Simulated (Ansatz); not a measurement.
`BC(B)=C=C`, charge 0, multiplicity 1.

Give a relaxed structure at PBE0-D4/def2-TZVP (the Gaussian-basis code of Ansatz). (Estimate.)

Computed: 
```xyz
11

B    -1.450   -0.465   -0.949
C    -0.035   -0.247   -0.369
B     1.269   -0.817   -0.970
C     0.069    0.486    0.729
C     0.170    1.203    1.801
H    -1.589   -1.119   -1.941
H    -2.405    0.015   -0.411
H     2.323   -0.597   -0.447
H     1.222   -1.481   -1.964
H     0.308    2.277    1.739
H     0.118    0.745    2.782
```
Point group C2v.
This is one stationary point; other conformers may exist.
